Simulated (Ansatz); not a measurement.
Basis-set series for C₂H₆Cl₂GaN, SMILES `C[N](C)[Ga]([Cl])[Cl]`. Total charge 0; spin multiplicity 1. The structure was optimised at the PBE0-D4/def2-TZVP level. It is one conformer, not always the lowest.

```tsv
functional	basis	functions	energy (Eh)	HOMO (eV)	LUMO (eV)
PBE0-D4	def2-SVP	140	-2978.61797	-6.77	-0.76
PBE0-D4	def2-TZVPP	309	-2979.32885	-6.87	-0.94
ωB97M-V	def2-SVP	140	-2979.10824	-9.02	1.22
ωB97M-V	def2-TZVPP	309	-2979.82126	-9.14	0.98
```

(1) Give the rows for def2-QZVPP. (Estimate.)

Answers

(1) The calculation gave: 
```tsv
functional	basis	functions	energy (Eh)	HOMO (eV)	LUMO (eV)
PBE0-D4	def2-QZVPP	580	-2979.40709	-6.90	-1.07
ωB97M-V	def2-QZVPP	580	-2979.89662	-9.18	0.67
```

Positive LUMOs are unbound and depend on the basis. Scalar relativity is left out up to krypton.

Results of the Gaussian-basis code of Ansatz.
